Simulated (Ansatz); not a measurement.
Worked example: the barrier

An elementary step of BPNH7O2, closed shell (BNH₄O₂ ([NH2][B]([OH])[OH]) + PH₃ → BPH₄O₂ ([OH][B]([OH])[PH2]) + NH₃ (still joined by a long B–N bond); bonds formed: B1–P6, N2–H5; bonds broken: H5–P6; bonds weakened to dative contacts: B1–N2). “Start” is the structure reached by relaxing down from the saddle towards the reactants; PBE0-D4/def2-TZVP structures. The saddle:

```
12
angstrom
B -0.2210 -0.9121 -0.0599
N 1.2118 -0.3428 -0.1773
O -0.7482 -1.2042 1.1613
O -0.6467 -1.4941 -1.2042
H 0.7568 0.7033 -0.1365
P -0.9758 1.7544 -0.1091
H 1.6489 -0.5354 -1.0739
H 1.8405 -0.5594 0.5902
H -0.6148 -0.5237 1.8247
H -1.5557 -1.8000 -1.1439
H -0.5681 2.2696 1.1585
H -0.1278 2.6445 -0.8300
```

Ansatz 0.2.0; basis: def2-TZVPP and def2-QZVPP; cores frozen in the correlated methods.

Energies in eV:

| quantity | saddle | start |
| --- | --- | --- |
| Hartree–Fock, triple zeta (X = 3) | -15615.02004 | -15617.70955 |
| Hartree–Fock, quadruple zeta (X = 4) | -15615.59967 | -15618.29424 |
| MP2 correlation, X = 3 | -26.84985 | -26.26004 |
| MP2 correlation, X = 4 | -28.89277 | -28.28821 |
| CCSD(T) correlation, X = 3 | -28.95163 | -28.40682 |

Question: Work out the barrier at the basis limit: extrapolate Hartree–Fock as E(X) = E∞ + A exp(−7.88 √X) and the MP2 correlation as E(X) = E∞ + B X^−2.97 (the exponents that Neese and Valeev fitted for def2-TZVPP and QZVPP), then add CCSD(T) − MP2 in triple zeta.

Answer: Each step is linear, so take the differences first (saddle − start): Hartree–Fock 2.68951 (X = 3) and 2.69457 (X = 4); MP2 correlation -0.58981 and -0.60456; CCSD(T) correlation -0.54481.
Two points give E∞ = E(4) + w [E(4) − E(3)], with w = 1/(exp(7.88 (2 − √3)) − 1) = 0.1377 for Hartree–Fock and w = 1/((4/3)^2.97 − 1) = 0.7407 for the correlation.
Hartree–Fock: 2.69457 + 0.1377 × 0.00506 = 2.6953 eV.
MP2 correlation: -0.60456 + 0.7407 × (-0.01475) = -0.6155 eV.
CCSD(T) − MP2: -0.54481 − (-0.58981) = 0.0450 eV.
Sum: 2.6953 + (-0.6155) + 0.0450 = 2.1248 eV, or 49.00 kcal/mol. Plain CCSD(T) in triple zeta gives 2.1447 eV, so the larger basis shifts the result by -0.0199 eV.

T1 diagnostic: at most 0.014.

Labels in which every atom is bracketed show which atoms are joined, not bond orders.

For scale, one of the runs: CCSD(T)/def2-TZVPP, 264 basis functions, launched by `ansatz run in.yaml --threads 8 --pin off --events-out ev --progress --plain --max-ram 19148MiB`. Hardware: 8 CPU threads of a Oxide Virtual Turin-like, shared host. Wall time 75 s; peak host memory 6.7 GiB.
